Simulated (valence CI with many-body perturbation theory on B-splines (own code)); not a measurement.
# E1 transitions of Sc13+

Method: configuration interaction combined with many-body perturbation theory (CI+MBPT): six valence electrons over a frozen Dirac-Fock core [He], a basis of 9 s, 9 p, 8 d, 6 f, 3 g, 1 h functions for each j, with the one-electron correlation potential Σ1, the two-electron term Σ2, the three-electron term Σ3, Breit, model QED; selected CI, second order for the rest, scaled by the run's own slope (own B-spline code, finite nucleus).

No measured levels were compared; by estimate levels of excited configurations hold to 0.05 to 0.15 % of their energy, terms of the ground configuration to about 0.5 %. Among the levels kept, up to 3000 cm⁻¹ of a level comes from second order outside the variational space, and about a tenth of that is noise between levels of different J, which matters for small intervals.

Lines 1 to 50 of 192 in falling wavelength, among levels below 4324.7 × 10³ cm⁻¹, chosen from the strongest by gf and those to the six lowest levels. Wavelengths and rates use the calculated energies, so an error of 2000 cm⁻¹ moves a line at 78.72 nm by 1.6 % and its rate by three times that or more. Electric multipoles are in the length gauge, E1 and E2 with the static RPA response of the core. Weak lines are less certain than strong ones. Lines between different terms over intervals too small for the method are left out, as are lines whose strength nearly cancels. The highest levels of a list are the least certain.

Names give the largest LS component (configuration and term), which can be under half, so a name can repeat, a term be missing and a line seem to break the LS rules; names also repeat where a configuration has a term twice. Letters in brackets count levels of one name in rising energy.

| λ vac (nm) | Upper | Lower | A (s⁻¹) | log gf | Branch % |
| --- | --- | --- | --- | --- | --- |
| 78.72 | 2s²2p³3p ³D_1 [a] | 2s²2p³3s ¹D°_2 | 1.62e+08 | -1.34 | 4.2 |
| 73.00 | 2s²2p³3p ³P_1 [b] | 2s²2p³3s ³P°_2 | 1.95e+08 | -1.33 | 0.6 |
| 66.88 | 2s²2p³3p ³D_2 [b] | 2s²2p³3s ¹P°_1 | 2.10e+08 | -1.15 | 1.5 |
| 66.72 | 2s²2p³3p ¹P_1 [a] | 2s²2p³3s ¹D°_2 | 6.64e+08 | -0.88 | 12.7 |
| 65.99 | 2s²2p³3p ³D_1 [a] | 2s²2p³3s ³D°_2 | 4.54e+08 | -1.05 | 11.7 |
| 65.58 | 2s²2p³3p ³D_1 [a] | 2s²2p³3s ³D°_1 | 4.29e+08 | -1.08 | 11.0 |
| 63.85 | 2s²2p³3p ¹D_2 [a] | 2s²2p³3s ¹P°_1 | 6.92e+07 | -1.67 | 0.6 |
| 63.68 | 2s²2p³3p ³D_2 [a] | 2s²2p³3s ³D°_3 | 2.41e+08 | -1.13 | 11.1 |
| 60.78 | 2s²2p³3p ³D_2 [b] | 2s²2p³3s ³P°_2 | 2.44e+08 | -1.17 | 1.8 |
| 60.70 | 2s²2p³3p ³D_2 [a] | 2s²2p³3s ³D°_2 | 1.23e+09 | -0.47 | 56.5 |
| 60.58 | 2s²2p³3p ³D_3 [a] | 2s²2p³3s ³D°_3 | 1.42e+09 | -0.26 | 59.1 |
| 60.47 | 2s²2p³3p ¹F_3 | 2s²2p³3s ¹D°_2 | 1.74e+09 | -0.18 | 74.0 |
| 59.85 | 2s²2p³3p ³S_1 | 2s²2p³3s ³P°_2 | 4.00e+08 | -1.19 | 1.3 |
| 59.09 | 2s²2p³3p ¹P_1 [b] | 2s²2p³3s ¹P°_1 | 1.12e+09 | -0.75 | 5.4 |
| 58.21 | 2s²2p³3p ³P_1 [a] | 2s²2p³3s ³S°_1 | 1.66e+09 | -0.60 | 55.0 |
| 58.08 | 2s²2p³3p ³D_1 [b] | 2s²2p³3s ³P°_1 | 9.86e+08 | -0.83 | 7.7 |
| 57.88 | 2s²2p³3p ³D_3 [a] | 2s²2p³3s ³D°_2 | 2.31e+08 | -1.09 | 9.6 |
| 57.88 | 2s²2p³3p ⁵P_1 | 2s²2p³3s ⁵S°_2 | 1.86e+09 | -0.55 | 85.0 |
| 57.17 | 2s²2p³3p ⁵P_2 | 2s²2p³3s ⁵S°_2 | 1.88e+09 | -0.34 | 93.3 |
| 57.03 | 2s²2p³3p ¹P_1 [a] | 2s²2p³3s ³D°_1 | 6.07e+08 | -1.05 | 11.6 |
| 56.92 | 2s²2p³3p ³D_1 [b] | 2s²2p³3s ³P°_0 | 8.06e+08 | -0.93 | 6.3 |
| 56.88 | 2s²2p³3p ³F_3 | 2s²2p³3s ³D°_3 | 1.93e+08 | -1.18 | 3.5 |
| 56.85 | 2s²2p³3p ³P_2 [a] | 2s²2p³3s ³S°_1 | 1.68e+09 | -0.39 | 56.2 |
| 56.36 | 2s²2p³3p ³F_2 | 2s²2p³3s ³D°_1 | 2.06e+09 | -0.31 | 49.1 |
| 56.34 | 2s²2p³3p ³D_2 [b] | 2s²2p³3s ³P°_1 | 5.37e+08 | -0.89 | 3.9 |
| 56.21 | 2s²2p³3p ³D_3 [b] | 2s²2p³3s ³P°_2 | 2.08e+09 | -0.16 | 19.6 |
| 56.18 | 2s²2p³3p ³P_0 [a] | 2s²2p³3s ³S°_1 | 1.85e+09 | -1.06 | 68.8 |
| 55.55 | 2s²2p³3p ³S_1 | 2s²2p³3s ³P°_1 | 5.43e+08 | -1.12 | 1.8 |
| 55.33 | 2s²2p³3p ⁵P_3 | 2s²2p³3s ⁵S°_2 | 2.16e+09 | -0.16 | 96.0 |
| 54.91 | 2s²2p³3p ³F_4 | 2s²2p³3s ³D°_3 | 2.35e+09 | -0.02 | 89.9 |
| 54.49 | 2s²2p³3p ³F_3 | 2s²2p³3s ³D°_2 | 2.11e+09 | -0.18 | 38.5 |
| 54.49 | 2s²2p³3p ³S_1 | 2s²2p³3s ³P°_0 | 7.35e+08 | -1.01 | 2.5 |
| 54.28 | 2s²2p³3p ¹P_1 [b] | 2s²2p³3s ³P°_2 | 1.74e+08 | -1.64 | 0.8 |
| 54.18 | 2s²2p³3p ¹D_2 [a] | 2s²2p³3s ³P°_1 | 1.56e+09 | -0.46 | 13.2 |
| 53.60 | 2s²2p³3p ³P_1 [c] | 2s²2p³3s ¹P°_1 | 6.02e+08 | -1.11 | 4.1 |
| 53.40 | 2s²2p³3p ³P_2 [c] | 2s²2p³3s ¹P°_1 | 8.54e+08 | -0.74 | 12.0 |
| 50.09 | 2s²2p³3d ³F°_3 | 2s²2p³3p ³F_3 | 2.26e+08 | -1.23 | 0.1 |
| 49.98 | 2s²2p³3d ³F°_4 | 2s²2p³3p ¹F_3 | 2.67e+08 | -1.05 | 8.2 |
| 49.97 | 2s²2p³3d ³F°_4 | 2s²2p³3p ³F_4 | 7.86e+08 | -0.58 | 24.2 |
| 49.83 | 2s²2p³3d ³F°_2 | 2s²2p³3p ³F_2 | 1.74e+08 | -1.49 | 0.1 |
| 49.83 | 2s²2p³3p ¹P_1 [b] | 2s²2p³3s ³P°_0 | 4.34e+08 | -1.31 | 2.1 |
| 49.61 | 2s²2p³3p ³P_1 [c] | 2s²2p³3s ³P°_2 | 1.39e+09 | -0.81 | 9.6 |
| 49.43 | 2s²2p³3p ³P_2 [c] | 2s²2p³3s ³P°_2 | 2.08e+09 | -0.42 | 29.2 |
| 49.31 | 2s²2p³3d ³F°_2 | 2s²2p³3p ¹P_1 [a] | 5.16e+08 | -1.03 | 0.3 |
| 48.39 | 2s²2p³3d ³F°_3 | 2s²2p³3p ³F_2 | 1.39e+08 | -1.47 | 0.1 |
| 47.53 | 2s²2p³3d ³F°_3 | 2s²2p³3p ³D_3 [a] | 9.43e+08 | -0.65 | 0.4 |
| 47.27 | 2s²2p³3d ¹S°_0 | 2s²2p³3p ¹P_1 [a] | 1.46e+09 | -1.31 | 6.4 |
| 47.08 | 2s²2p³3p ³P_0 [c] | 2s²2p³3s ³P°_1 | 3.50e+09 | -0.93 | 15.0 |
| 47.08 | 2s²2p³3d ³F°_2 | 2s²2p³3p ³D_2 [a] | 1.06e+09 | -0.75 | 0.6 |
| 46.85 | 2s²2p³3d ⁵D°_2 | 2s²2p³3p ⁵P_3 | 2.24e+08 | -1.43 | 0.9 |

How does gf follow from A for the line at 53.40 nm?

gf = 1.4992 × (2J+1)_upper × A / σ², with σ = 187271 cm⁻¹ and 2J+1 = 5: gf = 0.183.
